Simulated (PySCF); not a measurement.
```xyz
4
charge 0 multiplicity 1, angstrom
Li    1.3368    0.0000    0.0000
Li   -1.3368    0.0000    0.0000
Br    0.0000    1.9334    0.0000
Br    0.0000   -1.9334    0.0000
```

Computed with PBE0/[Li def2-TZVP, Br def2-TZVP], no relativity, density fitting, PySCF.

This geometry of Li2Br2 is a stationary point at this level.

Q: What is the point group?

A: D2h.

Q: Is it a minimum?

A: Yes: all harmonic wavenumbers are real.

Q: List the harmonic modes with their infrared intensities.

A: 
```json
{"symmetry": "ag", "ω (cm⁻¹)": "133", "IR (km/mol)": "0.0"}
{"symmetry": "b3u", "ω (cm⁻¹)": "149", "IR (km/mol)": "84.2"}
{"symmetry": "b1u", "ω (cm⁻¹)": "327", "IR (km/mol)": "162"}
{"symmetry": "b3g", "ω (cm⁻¹)": "408", "IR (km/mol)": "0.0"}
{"symmetry": "ag", "ω (cm⁻¹)": "416", "IR (km/mol)": "0.0"}
{"symmetry": "b2u", "ω (cm⁻¹)": "475", "IR (km/mol)": "221"}
```

Q: What are the dipole moment and the gap between the highest occupied and lowest empty levels?

A: 0.00 D and 6.75 eV.

In D2h the vibrations span 2ag + b3u + b1u + b3g + b2u. The ag, b3g modes carry no infrared intensity, as symmetry demands. With a centre of inversion only u modes can be infrared active and only g modes Raman active.

This need not be the most stable arrangement of these atoms.
